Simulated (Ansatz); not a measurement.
Ge(OH)Me3 (C3H10GeO). Total charge 0; singlet. Geometry PBE0-D4/def2-SVP; atoms count from 1.

```xyz
15

C     1.5417    0.8822    0.5646
C     0.2564   -1.5491   -1.1174
C    -1.4874   -0.0270    1.1240
Ge   -0.0828    0.1381   -0.2215
O    -0.6478    1.2082   -1.5472
H    -0.8470    2.1016   -1.2504
H     1.9453    0.1996    1.3283
H     1.3446    1.8519    1.0464
H     2.3088    1.0285   -0.2101
H     0.5816   -2.3163   -0.3989
H     1.0414   -1.4256   -1.8775
H    -0.6575   -1.9019   -1.6173
H    -2.4160   -0.3960    0.6642
H    -1.6976    0.9415    1.6027
H    -1.1837   -0.7355    1.9101
```

Question: Estimate the Mulliken populations from the PBE0/def2-TZVP orbitals of Ansatz.

Answer: 
| atom | charge (e) |
| --- | --- |
| C1 | -0.50 |
| C2 | -0.48 |
| C3 | -0.50 |
| Ge4 | 0.51 |
| O5 | -0.58 |
| H6 | 0.30 |
| H7 | 0.13 |
| H8 | 0.13 |
| H9 | 0.15 |
| H10 | 0.13 |
| H11 | 0.14 |
| H12 | 0.14 |
| H13 | 0.15 |
| H14 | 0.13 |
| H15 | 0.13 |
Mulliken values depend strongly on the basis.

Question: And the Mayer bond orders between heavy atoms (over 0.3)?

Answer: C1–Ge4 0.93 (1.95 Å); C2–Ge4 0.97 (1.94 Å); C3–Ge4 0.93 (1.95 Å); Ge4–O5 1.05 (1.79 Å).
